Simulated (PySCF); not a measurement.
Compound: CH9ClSi3.
Atom-mapped SMILES: `[SiH3:1][SiH:2]([SiH3:3])[CH2:4][Cl:5]` (hydrogens: H6, H7, H8 on Si1; H9 on Si2; H10, H11, H12 on Si3; H13, H14 on C4)

The calculation used PySCF, PBE0-D3(BJ)/def2-SVP geometry optimisation, gas phase.

**Question.** Give the optimised bond lengths and angles.

**Answer.** 
| bond | length (Å) |
| --- | --- |
| Si1–Si2, Si2–Si3 | 2.347 |
| Si2–C4 | 1.904 |
| C4–Cl5 | 1.793 |
| Si1–H6 and 5 like bonds | 1.496 |
| Si2–H9 | 1.496 |
| C4–H13, C4–H14 | 1.100 |

Bonds in one row agree within 0.01 Å and their mean is given. A selection of angles:
| angle | degrees |
| --- | --- |
| Si2–Si1–H6 | 111.9 |
| Si2–Si1–H7 | 109.8 |
| Si2–Si1–H8 | 108.2 |
| H6–Si1–H7 | 108.9 |
| H7–Si1–H8 | 108.4 |
| Si1–Si2–Si3 | 109.9 |
| Si1–Si2–C4 | 107.7 |
| Si1–Si2–H9 | 110.9 |
| Si3–Si2–C4 | 109.5 |
| Si3–Si2–H9 | 109.9 |
| C4–Si2–H9 | 108.8 |
| Si2–C4–Cl5 | 109.7 |
| Si2–C4–H13 | 111.9 |
| Cl5–C4–H13 | 107.9 |
| H13–C4–H14 | 108.2 |

Dihedral angles: Si1–Si2–C4–Cl5 52° (synclinal). The mirror-image conformer, all signs reversed, is as good.

Si1 (SiH3 silicon) is tetrahedral (angles from 108.2° to 111.9°). Si2 (SiH silicon) is tetrahedral (angles from 107.7° to 110.9°).

Point group: C1 (no symmetry element, even within 0.4 Å). Stationary, but not proved a minimum. One conformer, not necessarily the lowest.

Time: 73 s wall. Hardware: Arm Neoverse V2, one thread (shared host). That covers the optimisation of the geometry.
